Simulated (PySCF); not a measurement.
A PySCF script (with the pyscf-properties extension) for the NMR shieldings of `[SiH3][SiH2]O[SiH2]N1CCCC1`, C4H15NOSi3, on a GFN2-xTB geometry:

```python
import basis_set_exchange as bse
import numpy as np
from pyscf import gto, dft
from pyscf.prop import nmr

atoms = """
Si    2.311167    1.596037   -0.654984
Si    2.608183   -0.559549   -1.404846
O     1.207415   -1.381737   -1.357764
Si   -0.409531   -1.407400   -1.293072
N    -0.890127   -0.621741    0.144456
C    -0.188277   -0.648112    1.406572
C    -0.705905    0.603970    2.107845
C    -2.191812    0.582687    1.741683
C    -2.232927   -0.129624    0.377670
H     3.210342    2.538394   -1.333759
H     2.597163    1.762145    0.779611
H     0.957139    2.134608   -0.841999
H     3.494923   -1.383765   -0.571498
H     3.052873   -0.675653   -2.799900
H    -0.701969   -2.841375   -1.391951
H    -0.966815   -0.627330   -2.398277
H    -0.447053   -1.543686    1.992334
H     0.888896   -0.641018    1.240206
H    -0.537082    0.589143    3.182847
H    -0.221786    1.484168    1.683854
H    -2.619076    1.582393    1.692434
H    -2.752095    0.009449    2.480916
H    -2.962564   -0.949803    0.389548
H    -2.512819    0.547564   -0.433009
"""
names = dict.fromkeys(["Si", "O", "N", "C", "H"], "pcSseg-1")
basis = {el: gto.basis.parse(bse.get_basis(n, elements=[el], fmt="nwchem")) for el, n in names.items()}
mol = gto.M(atom=atoms, basis=basis, charge=0, verbose=0)
mf = dft.RKS(mol, xc="PBE0")
mf.grids.level = 2
mf.grids.alignment = dft.numint.BLKSIZE   # the property module wants whole blocks of grid points
mf.conv_tol = 1e-9
mf.kernel()

calc = nmr.RKS(mf)   # GIAO
C = mf.mo_coeff
Co = C[:, mf.mo_occ > 0]
resp = mf.gen_response(singlet=True, hermi=2)
def vind(x):   # induced exchange potential for any number of trial vectors
    d = np.einsum("pi,xij,qj->xpq", C, 2 * x.reshape(-1, C.shape[1], Co.shape[1]), Co, optimize=True)
    return np.einsum("xpq,pi,qj->xij", resp(d - d.transpose(0, 2, 1)), C, Co, optimize=True).ravel()
mo1, _ = nmr.rhf.solve_mo1(calc, with_cphf=vind)
sigma = calc.kernel(mo1)
for i, s in enumerate(sigma):   # ppm
    print("%2d %-2s %9.2f" % (i, mol.atom_pure_symbol(i), np.trace(s) / 3))
```

**Question.** What are the results?

**Answer.** 
```
 0 Si    473.15
 1 Si    380.62
 2 O     319.40
 3 Si    389.62
 4 N     218.34
 5 C     136.84
 6 C     156.77
 7 C     159.03
 8 C     142.11
 9 H      28.46
10 H      28.26
11 H      28.12
12 H      26.03
13 H      26.03
14 H      26.58
15 H      26.75
16 H      28.95
17 H      28.45
18 H      29.99
19 H      30.03
20 H      29.65
21 H      29.95
22 H      28.77
23 H      28.46
```

These numbers come from an equivalent density-fitted implementation of the same equations, which agrees with the script to about 0.01 ppm for H and up to a few tenths of a ppm for heavy atoms, so last digits may differ.

**Question.** Turn these shieldings into chemical shifts. References, each an isolated molecule treated in the same way: $^{29}$Si (σ = 349.16 ppm) and $^{13}$C (σ = 186.93 ppm) and $^{1}$H (σ = 31.72 ppm) vs TMS; H2O for $^{17}$O (σ = 336.08 ppm); $^{15}$N (σ = 267.73 ppm) against NH3.

**Answer.** Averaging equivalent atoms: Si 1: -31.5; Si 3: -40.5; Si 0: -124.0; O 2: 16.7; N 4: 49.4; C 5/8: 47.4; C 6/7: 29.0; H 12/13: 5.69; H 14/15: 5.06; H 9/10/11: 3.44; H 16/17/22/23: 3.06; H 18/19/20/21: 1.81 ppm. Experimental scales use liquid or dissolved standards, which lie at an offset from isolated NH3 (liquid NH3: subtract about 20 ppm) and H2O (liquid H2O: subtract about 36 ppm).

Size and cost of the density-fitted run: 249 basis functions, 2.4 min wall time on 1 thread of an Arm Neoverse N1, shared host; peak memory 1.2 GiB.
